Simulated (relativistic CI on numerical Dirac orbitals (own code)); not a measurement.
**Zn⁴⁺: 2p photoemission**

Computed with this model: Dirac-Coulomb-Breit CI, orbitals from a KLI potential per configuration, QED by a radiative potential, valence Slater integrals scaled by 0.8, multiplet model of photoemission in the sudden approximation; configurations [Ar] 3d8 → [He] 2s2 2p5 3s2 3p6 3d8; 300 K; Lorentzian 0.7 eV and Gaussian 0.6 eV FWHM. Energies are those of the free ion, without screening or charge transfer. The energies are binding energies and can lie tens of eV above those of solids. S is read from ⟨S²⟩ = S(S + 1).

Field parameters in Wybourne normalisation: Td as Oh with Dq negative (B⁴₀ = 21Dq, B⁴₄ = √(5/14) B⁴₀). The field is a parameter set, without covalency.

free ion: ground-state S = 1.00, centroid 1111.22 eV. Peaks (eV, height): 1100.7 (83), 1102.0 (45), 1103.5 (68), 1107.0 (42), 1127.6 (100), 1130.2 (9).

Td, 10Dq = -2200 cm⁻¹: ground-state S = 1.00, centroid 1111.23 eV. Peaks (eV, height): 1100.7 (88), 1102.2 (49), 1103.6 (66), 1107.0 (41), 1127.6 (100), 1130.4 (8).

Td, 10Dq = -6150 cm⁻¹: ground-state S = 1.00, centroid 1111.23 eV. Peaks (eV, height): 1100.9 (95), 1102.4 (53), 1103.8 (61), 1107.1 (37), 1127.6 (100), 1130.8 (6).

Td, 10Dq = -10050 cm⁻¹: ground-state S = 1.00, centroid 1111.23 eV. Peaks (eV, height): 1100.9 (99), 1102.5 (54), 1104.0 (55), 1107.2 (33), 1127.6 (100).

Td, 10Dq = -13950 cm⁻¹: ground-state S = 1.00, centroid 1111.24 eV. Peaks (eV, height): 1101.0 (100), 1102.5 (56), 1104.2 (48), 1107.3 (29), 1127.6 (99).

Td, 10Dq = -17850 cm⁻¹: ground-state S = 1.00, centroid 1111.24 eV. Peaks (eV, height): 1101.0 (100), 1102.5 (58), 1104.4 (40), 1107.5 (25), 1127.7 (98).

Strongest unbroadened transitions for Td, 10Dq = -17850 cm⁻¹:

```
Energy (eV)  Relative strength
    1101.02               97.5
    1101.52                2.8
    1102.38               22.3
    1102.66               25.8
    1103.18                7.2
    1104.33               27.2
    1105.01                8.7
    1105.19                4.6
    1106.42                3.7
    1106.69                5.0
    1107.01                4.0
    1107.23                4.0
    1107.62                7.5
    1107.70                8.9
    1108.98                2.9
    1126.68               14.8
    1127.15                3.0
    1127.67              100.0
```
